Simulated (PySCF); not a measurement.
Two-dimensional NMR puzzle

Compound of formula C₆H₁₃NSi. Correlations simulated from computed shifts and the bond graph:

HSQC (one-bond C–H):
```tsv
δH	δC
6.70	153.2
5.72	123.4
5.66	123.4
3.87	47.9
1.99	11.8
1.63	23.8
```

COSY cross peaks (H two or three bonds apart, from the bond graph; peaks can be absent where the dihedral angle is near 90°):
```tsv
δH	δH
6.70	5.72
6.70	5.66
5.72	5.66
3.87	3.67
3.87	1.63
```

HMBC (two and three bonds, from the bond graph):
```tsv
δH	δC
6.70	165.0, 123.4, 11.8
5.72	165.0, 153.2
5.66	165.0, 153.2
3.87	165.0, 23.8
3.67	47.9, 23.8
1.99	165.0, 153.2
1.63	47.9
```

Carbons without hydrogens: δ 165.0.

Level of theory: GFN2-xTB geometry, GIAO PBE0/pcSseg-1 shieldings, in PySCF 2.14.0 with density-fitted response routines (averaged over atoms made equivalent by symmetry, fast rotation or ring inversion, single conformer, relativity neglected, in vacuum).

Scale: TMS for 1H and 13C (reference shieldings calculated alike).

Exchangeable hydrogens are left out of these lists.

Task: Work out the connectivity.

Result: SMILES C=C/C(C)=N/[C@H](C)[SiH3].

Structure with atom numbers: `[CH2:1]=[CH:2]/[C:3]([CH3:4])=[N:5]/[C@H:6]([CH3:7])[SiH3:8]`. Each H is labelled by its parent atom. Ha(C1) is cis to C3; Hb(C1) is trans to C3.

- δC 165.0 is C3, a C=N carbon.
- δC 153.2 is C2, an alkene CH (δH 6.70).
- δC 123.4 is C1, a terminal =CH2 carbon (δH 5.66, 5.72).
- δC 47.9 is C6, an sp3 CH bonded to N and Si (δH 3.87).
- δC 23.8 is C7, a methyl carbon (δH 1.63).
- δC 11.8 is C4, a methyl carbon (δH 1.99).
- HMBC from δH 6.70 reaches the proton-free carbon C3.
- HMBC from δH 5.72 reaches the proton-free carbon C3.
- HMBC from δH 5.66 reaches the proton-free carbon C3.
- HMBC from δH 3.87 reaches the proton-free carbon C3.
- COSY links 6.70–5.72, 6.70–5.66, 5.72–5.66, 3.87–3.67, 3.87–1.63.

The data come from this structure; uniqueness wasn't tested.

Shifts are as computed. Against solution values, carbons near 30 ppm lie about +3 ppm off and those near 130 ppm about +5 ppm. Of 1211 compounds with measured shifts, 218 miss one by over three times the rms of a fit or turn the order of signals round; such compounds aren't used in these exercises.
